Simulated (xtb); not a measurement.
C2H2F, SMILES C=[C]F (connectivity only; charge and spin as stated), charge +1, multiplicity 1. All values are semi-empirical tight-binding results from xtb (GFN2-xTB unless named), good for trends rather than for accurate numbers. Geometry: GFN2-xTB. The spin state was assumed, not searched. The isomer is the one that the SMILES or the coordinates give; other isomers of the formula were not compared.

point group as xtb finds it: C2v
orbital gap: 3.65 eV
zero-point energy: 17.6 kcal/mol
G − E(el) at 298.15 K (modified RRHO): 3.1 kcal/mol
static polarisability (D4 model): 22.9 bohr³
solvation energy, GFN2-xTB/ALPB(water): -72.6 kcal/mol
solvation energy, GFN2-xTB/ALPB(thf): -63.1 kcal/mol

Computed IR lines (harmonic; lines under 4 % of the strongest left out, lines within 3 cm⁻¹ merged):
ν (cm⁻¹): 673 (m), 787 (m), 1011 (s), 2207 (vs), 2830 (s), 2907 (s) (against the strongest line: vs over 80 %, s over 45 %, m over 15 %, w over 4 %, vw less)
